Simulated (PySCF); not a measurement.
## Continuum solvent and chemical shifts

Atoms are numbered as in `[O:1]=[C:2]1[CH2:3][C@H:4]([CH2:5][CH2:6][F:7])[O:8]1`. Each H is labelled by its parent atom. Ha(C3) is cis to C5 on the ring; Ha(C5), Ha(C6) are pro-R; Hb(C5), Hb(C6) are pro-S; Hb(C3) is trans to C5 on the ring.

GIAO PBE0/pcSseg-1 in PySCF 2.14.0 with density-fitted response routines on one PBE0-D3(BJ)/def2-SVP conformer, non-relativistic, equivalent nuclei averaged. Solvents enter as an IEF-PCM continuum (cyclohexane with ε = 2.0, methanol with ε = 32.6) around the gas-phase geometry. Shifts are referred to TMS, CFCl3 computed in the same medium.

In cyclohexane, δ in ppm: C2 171.9, C6 81.9, C4 69.5, C3 47.1, C5 38.0, F7 -244.4, Ha(C6) 4.75, Hb(C6) 4.51, H(C4) 4.27, Hb(C3) 3.43, Ha(C3) 3.17, Hb(C5) 2.04, Ha(C5) 1.97. Dipole moment 4.96 D.

(1) How does each δ change in the more polar medium?

(2) Which of the listed nuclei move most (in ppm), and what does the model miss? (N and O are left out, as their reference compounds move with the solvent too.)

Answers

(1) 
```
 atoms                             environment  Δδ, methanol
    C2                   ester carbonyl carbon          +4.4
    C6                     sp3 CH2 bonded to F          +1.2
    C4                      sp3 CH bonded to O          +1.6
    C3                 sp3 CH2 α to a carbonyl          +1.0
    C5                                 sp3 CH2          +0.2
    F7               fluorine on an sp3 carbon          -2.4
Ha(C6)      hydrogen on an sp3 CH2 bonded to F         +0.11
Hb(C6)      hydrogen on an sp3 CH2 bonded to F         +0.16
 H(C4)       hydrogen on an sp3 CH bonded to O         +0.28
Hb(C3)  hydrogen on an sp3 CH2 α to a carbonyl         +0.17
Ha(C3)  hydrogen on an sp3 CH2 α to a carbonyl         +0.09
Hb(C5)                  hydrogen on an sp3 CH2         +0.11
Ha(C5)                  hydrogen on an sp3 CH2         +0.04
```

Changes are relative to cyclohexane. The dipole moment becomes 5.62 D in methanol.

(2) C2 (ester carbonyl carbon, +4.4 ppm) in methanol. A continuum only polarises the solute; specific hydrogen bonds, the anisotropy of aromatic solvents and changes of geometry or conformer are outside it.
